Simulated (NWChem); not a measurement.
System: CH$_{6}$F$_{2}$Si$_{2}$; SMILES F[SiH](F)C[SiH3]

Excerpt of the output:

```
             Northwest Computational Chemistry Package (NWChem) 7.3.0
             --------------------------------------------------------

                             Geometry "geometry" -> ""
                             -------------------------

 Output coordinates in angstroms (scale by  1.889725989 to convert to a.u.)

  No.       Tag          Charge          X              Y              Z
 ---- ---------------- ---------- -------------- -------------- --------------
    1 Si                  14.0000    -0.13253700    -2.00256300     0.31207700
    2 C                    6.0000     0.16285500    -0.67404500    -1.01902200
    3 Si                  14.0000     0.01683300     1.07004000    -0.39252300
    4 F                    9.0000    -1.05729400     1.10055200     0.83975500
    5 F                    9.0000     1.44857000     1.54766300     0.22714000
    6 H                    1.0000     0.24198000    -3.35503900    -0.23051300
    7 H                    1.0000    -1.58011600    -2.02262800     0.70904900
    8 H                    1.0000     0.71197600    -1.71360600     1.52073600
    9 H                    1.0000    -0.56685500    -0.83032300    -1.84258800
   10 H                    1.0000     1.17711600    -0.80803600    -1.45256400
   11 H                    1.0000    -0.41522300     2.08968600    -1.39463400

 Effective nuclear repulsion energy (a.u.)     304.2977135605

                                 NWChem DFT Module
                                 -----------------

 Summary of "ao basis" -> "ao basis" (spherical)
 ------------------------------------------------------------------------------
       Tag                 Description            Shells   Functions and Types
 ---------------- ------------------------------  ------  ---------------------
 Si                          6-31g*                  8       18   4s3p1d
 C                           6-31g*                  6       14   3s2p1d
 F                           6-31g*                  6       14   3s2p1d
 H                           6-31g*                  2        2   2s

 in cosmo_initialize ...
 calling solv_data for solv:chcl3

 solvent parameters
 solvname_short: chcl3
 solvname_long:  chloroform
 dielec:        4.7113
 dielecinf:     2.0906
 nonaqueous SMD model solvent descriptors
 dielec:        4.7113
 sola:          0.1500
 solb:          0.0200
 solc:          0.0000
 solg:         38.3900
 solh:          0.7500
 soln:          1.4459

          ---------------
          -cosmo- solvent
          ---------------
 Cosmo: York-Karplus, doi: 10.1021/jp992097l
 dielectric constant -eps-     =   4.71
 screen = (eps-1)/(eps    )    =   0.78774
 surface charge correction     = lagrangian

   van der Waals surface
 --------------------------

[...]

                                COSMO-SMD solvation results
                                ---------------------------

             internal energy in gas <Psi(g)|H|Psi(g)> =      -819.985823186189
         internal energy in solvent <Psi(s)|H|Psi(s)> =      -819.985212124979
                               delta internal energy  =         0.000611061210 (    0.38 kcal/mol)
   total free energy in solvent <Psi(s)|H+V/2|Psi(s)> =      -819.990462107872
 polarization energy contribution <Psi(s)|V/2|Psi(s)> =        -0.005249982893 (   -3.29 kcal/mol)
    total free energy in solvent including G(SMD-CDS) =      -819.991021697909
                       G(SMD-CDS) energy contribution =        -0.000559590037 (   -0.35 kcal/mol)
     1 M fixed-concentration free energy of solvation =        -0.005198511720 (   -3.26 kcal/mol)

                       DFT Final Molecular Orbital Analysis
                       ------------------------------------

 Vector   27  Occ=2.000000D+00  E=-3.506922D-01
              MO Center= -5.0D-01, -1.9D+00,  5.7D-01, r^2= 2.6D+00
   Bfn.  Coefficient  Atom+Function         Bfn.  Coefficient  Atom+Function
  ----- ------------  ---------------      ----- ------------  ---------------
     7      0.383668   1 Si px               82     -0.305772   7 H  s
    81     -0.263222   7 H  s                84      0.219603   8 H  s
    83      0.186868   8 H  s                 3     -0.157989   1 Si px
    21     -0.134314   2 C  px               25     -0.089574   2 C  px
    87     -0.084150  10 H  s                11      0.082696   1 Si px

 Vector   28  Occ=2.000000D+00  E=-3.463233D-01
              MO Center=  1.0D-01, -1.6D+00,  1.6D-01, r^2= 3.2D+00
   Bfn.  Coefficient  Atom+Function         Bfn.  Coefficient  Atom+Function
  ----- ------------  ---------------      ----- ------------  ---------------
     9      0.362590   1 Si pz               23     -0.271106   2 C  pz
    84      0.237383   8 H  s                83      0.202924   8 H  s
    27     -0.183602   2 C  pz               80     -0.180804   6 H  s
     5     -0.151557   1 Si pz               79     -0.147251   6 H  s
    82      0.117160   7 H  s                81      0.101742   7 H  s

 Vector   29  Occ=2.000000D+00  E=-3.232945D-01
              MO Center=  5.2D-02, -4.6D-01, -6.5D-01, r^2= 4.5D+00
   Bfn.  Coefficient  Atom+Function         Bfn.  Coefficient  Atom+Function
  ----- ------------  ---------------      ----- ------------  ---------------
    22      0.361048   2 C  py               40     -0.276245   3 Si py
    90     -0.250714  11 H  s                26      0.246774   2 C  py
     8     -0.243628   1 Si py               80      0.196235   6 H  s
    89     -0.167879  11 H  s                79      0.157595   6 H  s
    68      0.142711   5 F  py               36      0.113279   3 Si py

 Vector   30  Occ=0.000000D+00  E= 3.576751D-02
              MO Center=  2.0D-02, -1.3D+00, -6.2D-02, r^2= 6.6D+00
   Bfn.  Coefficient  Atom+Function         Bfn.  Coefficient  Atom+Function
  ----- ------------  ---------------      ----- ------------  ---------------
    24      0.974356   2 C  s                13      0.918731   1 Si pz
    12     -0.512167   1 Si py               43     -0.367568   3 Si px
    84     -0.356612   8 H  s                45      0.272907   3 Si pz
     9      0.259713   1 Si pz               10     -0.260560   1 Si s
    42     -0.256702   3 Si s                27      0.246011   2 C  pz

 Vector   31  Occ=0.000000D+00  E= 4.537273D-02
              MO Center= -2.7D-01, -1.4D-01, -1.9D-01, r^2= 6.0D+00
   Bfn.  Coefficient  Atom+Function         Bfn.  Coefficient  Atom+Function
  ----- ------------  ---------------      ----- ------------  ---------------
    24      0.718655   2 C  s                43      0.628745   3 Si px
    12     -0.576192   1 Si py               80     -0.426886   6 H  s
    88     -0.407268  10 H  s                56      0.404028   4 F  s
    45     -0.287795   3 Si pz               11     -0.274490   1 Si px
    39      0.270799   3 Si px               82     -0.263852   7 H  s

 Vector   32  Occ=0.000000D+00  E= 5.292395D-02
              MO Center=  1.3D-01,  7.6D-01, -2.9D-02, r^2= 5.3D+00
   Bfn.  Coefficient  Atom+Function         Bfn.  Coefficient  Atom+Function
  ----- ------------  ---------------      ----- ------------  ---------------
    44      0.582593   3 Si py               45      0.542021   3 Si pz
    43      0.494167   3 Si px               80      0.443368   6 H  s
    11     -0.435828   1 Si px               70     -0.429839   5 F  s
    12      0.426863   1 Si py               82     -0.352667   7 H  s
    86      0.306948   9 H  s                41      0.271081   3 Si pz

     Multipole analysis of the density
     ---------------------------------

     L   x y z        total         alpha         beta         nuclear
     -   - - -        -----         -----         ----         -------
     0   0 0 0     -0.000000    -29.000000    -29.000000     58.000000

     1   1 0 0     -0.057568     -2.341465     -2.341465      4.625361
     1   0 1 0     -0.389734     -0.284059     -0.284059      0.178384
     1   0 0 1     -1.086093     -0.232343     -0.232343     -0.621408

     2   2 0 0    -34.503195    -78.489316    -78.489316    122.475438
     2   1 1 0     -0.923258    -23.369781    -23.369781     45.816303
     2   1 0 1      0.379009     12.467797     12.467797    -24.556586
     2   0 2 0    -34.453371   -251.757441   -251.757441    469.061511
     2   0 1 1     -0.645897      4.148347      4.148347     -8.942591
     2   0 0 2    -31.828644    -63.910488    -63.910488     95.992333
```

Level: PBE0/6-31G* (spherical d), SMD on the gas-phase geometry. The geometry was optimised at PBE-D3(BJ)/def2-SVP. Solvent: chloroform.

Q: Reconstruct the input file.

A: One answer among several that fit: the input that was run:
```
start job
memory heap 200 mb stack 900 mb global 1100 mb
geometry units angstroms noautosym nocenter noautoz
  Si    -0.132537    -2.002563     0.312077
  C      0.162855    -0.674045    -1.019022
  Si     0.016833     1.070040    -0.392523
  F     -1.057294     1.100552     0.839755
  F      1.448570     1.547663     0.227140
  H      0.241980    -3.355039    -0.230513
  H     -1.580116    -2.022628     0.709049
  H      0.711976    -1.713606     1.520736
  H     -0.566855    -0.830323    -1.842588
  H      1.177116    -0.808036    -1.452564
  H     -0.415223     2.089686    -1.394634
end
basis spherical
  Si library 6-31g*
  C library 6-31g*
  F library 6-31g*
  H library 6-31g*
end
dft
  xc pbe0
  iterations 150
end
cosmo
  do_cosmo_smd true
  solvent chcl3
end
task dft energy
```
